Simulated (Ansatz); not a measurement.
Cost and result for the atomization energy of CH4Cl2SSn (`[CH3][Sn]([SH])([Cl])[Cl]`) (9 atoms, 8 bonds).

Cartesian coordinates in Å:
```
C 1.121 0.568 0.989
Sn -0.218 -0.148 -0.485
S -2.316 -0.852 0.390
Cl -0.587 1.479 -2.101
Cl 0.735 -1.913 -1.657
H 0.671 1.423 1.492
H 2.044 0.868 0.494
H 1.322 -0.229 1.703
H -2.771 -1.197 -0.827
```

Total charge 0; spin multiplicity 1. Correlated methods include outer-core shells of Sn, which these sets cover unevenly. Sn: def2 effective core potential. The geometry is a stationary point of PBE0-D4/def2-TZVP. It is one conformer, not always the lowest. Program: Ansatz. All runs use 4 threads of an AMD EPYC 9R45 on a shared host. Times are those of one run each, without the atoms' runs, and a repeat can differ threefold. Electronic energies, without spin–orbit coupling; frozen cores. CCSD(T)/CBS adds CCSD(T) − MP2 in def2-TZVPP to the MP2 limit, and its time is that of the two runs behind it. T1 = 0.011. With those shells the extrapolation isn't a true limit. B3LYP takes the VWN-RPA correlation (the form of Gaussian; ORCA's B3LYP/G).

CCSD(T)/CBS is a level of theory with its own doubt, some kJ/mol a heavy atom from the limit and from the frozen cores, so smaller differences don't rank the functionals.

```json
{"level": "LDA (SPW92)/def2-TZVPP", "functions": "263", "wall time": "0.75 s"}
{"level": "BLYP-D4/def2-TZVPP", "functions": "263", "wall time": "1.1 s"}
{"level": "PBE0-D4/def2-TZVPP", "functions": "263", "wall time": "1.9 s"}
{"level": "BHLYP-D4/def2-TZVPP", "functions": "263", "wall time": "1.9 s"}
{"level": "r2SCAN-D4/def2-TZVPP (with forces)", "functions": "263", "wall time": "2.4 s"}
{"level": "B3LYP-D4/def2-TZVPP (with forces)", "functions": "263", "wall time": "2.8 s"}
{"level": "B2PLYP/def2-TZVPP", "functions": "263", "wall time": "3 s"}
{"level": "PBE-QIDH/def2-TZVPP", "functions": "263", "wall time": "3 s"}
{"level": "CCSD(T)/def2-SVP", "functions": "114", "wall time": "3.1 s"}
{"level": "ωB97X-V/def2-TZVPP", "functions": "263", "wall time": "3.9 s"}
{"level": "MP2/def2-QZVPP", "functions": "469", "wall time": "9 s"}
{"level": "CCSD(T)/def2-TZVPP", "functions": "263", "wall time": "94 s"}
{"level": "CCSD(T)/CBS(def2)", "functions": "–", "wall time": "100 s"}
```

Question: What atomization energy does each give, and how far from CCSD(T)/CBS? (Best estimate.)

Answer: Ansatz gave: 
```tsv
level	atomization (kJ/mol)	difference from CCSD(T)/CBS	per bond
LDA (SPW92)/def2-TZVPP	3249.2	379.0	47.4
BLYP-D4/def2-TZVPP	2800.2	-70.0	-8.8
PBE0-D4/def2-TZVPP	2849.5	-20.7	-2.6
BHLYP-D4/def2-TZVPP	2756.7	-113.5	-14.2
r2SCAN-D4/def2-TZVPP (with forces)	2861.7	-8.5	-1.1
B3LYP-D4/def2-TZVPP (with forces)	2815.7	-54.5	-6.8
B2PLYP/def2-TZVPP	2785.2	-85.0	-10.6
PBE-QIDH/def2-TZVPP	2833.1	-37.1	-4.6
CCSD(T)/def2-SVP	2624.6	-245.6	-30.7
ωB97X-V/def2-TZVPP	2867.2	-3.0	-0.4
MP2/def2-QZVPP	2871.8	1.6	0.2
CCSD(T)/def2-TZVPP	2768.9	-101.3	-12.7
CCSD(T)/CBS(def2)	2870.2	0.0	0.0
```

At CCSD(T), def2-SVP lies −245.5 kJ/mol from the extrapolated value and def2-TZVPP −101.3 kJ/mol: correlation converges slowly with the basis, and small sets miss more of it in the bonded molecule than in its fragments. From r2SCAN to r2SCAN0 (25 % exact exchange), in def2-TZVPP and without D4, the atomization energy moves by −44.1 kJ/mol: exact exchange takes away binding that semilocal exchange gives to molecules. Leaving LDA and LC-ωPBE aside and taking each functional with its dispersion term where it has one, the values, not all of them listed here, spread over 140.5 kJ/mol, from BHLYP-D4 to B97M-V. LDA lies +391.9 kJ/mol from PBE without D4, its usual overbinding.

Spin–orbit coupling would lower the free Sn atoms strongly, and the atomization energy with them, by more than many differences here. For some Ge, Se and Sn compounds the MP2-based and the directly extrapolated limit differ by 10 to 25 kJ/mol.
